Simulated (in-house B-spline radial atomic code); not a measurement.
Configurations of Zn V (Zn4+), with energies counted from [Ar] (3d3/2)4 (3d5/2)4. Method: Dirac-Hartree-Fock, average of each configuration as written, Fermi nucleus of rms radius 3.9283 fm. Calculated with a radial B-spline atomic code at the basis-set limit. Energies include first-order Breit, QED and recoil terms.

Occupations are held fixed; configurations that lie above the ionisation limit could autoionise.

```csv
configuration,E - E(ref) (eV),highest orbital,its <r> (bohr)
[Ar] (3d3/2)3 (3d5/2)5,0.57299,3d5/2,0.7681
[Ar] (3d3/2)2 (3d5/2)6,0.59162,3d3/2,0.7655
[Ar] (3d3/2)4 (3d5/2)3 4s1,25.759,4s1/2,1.843
[Ar] (3d3/2)2 (3d5/2)5 5s1,55.767,5s1/2,3.657
[Ar] (3d3/2)1 (3d5/2)6 (6p1/2)1,68.593,6p1/2,6.612
[Ne] 3s2 (3p1/2)2 (3p3/2)3 (3d3/2)2 (3d5/2)6 6s1,150.76,6s1/2,6.054
[Ne] 3s2 (3p1/2)2 (3p3/2)3 (3d3/2)2 (3d5/2)6 (6d5/2)1,155.57,6d5/2,7.848
```

**Question.** Order these further configurations by energy, lowest first.
A. [Ne] 3s2 (3p1/2)2 (3p3/2)3 (3d3/2)3 (3d5/2)5 4s1
B. [Ar] (3d3/2)1 (3d5/2)6 (5g9/2)1
C. [Ar] (3d3/2)4 (3d5/2)3 6s1
D. [Ne] 3s2 (3p1/2)1 (3p3/2)4 (3d3/2)2 (3d5/2)6 (7g9/2)1
E. [Ar] (3d3/2)2 (3d5/2)5 (7g7/2)1

**Answer.** C (65.986 eV), B (70.073 eV), E (77.07 eV), A (109.17 eV), D (159.42 eV).

**Question.** How far above the reference does [Ar] (3d3/2)3 (3d5/2)4 7s1 lie?

**Answer.** 72.459 eV; its least bound orbital is 7s1/2 with <r> = 9.054 bohr.

**Question.** How far above the reference does [Ne] 3s2 (3p1/2)2 (3p3/2)3 (3d3/2)4 (3d5/2)4 (5d3/2)1 lie?

**Answer.** 145.99 eV; its least bound orbital is 5d3/2 with <r> = 4.949 bohr.
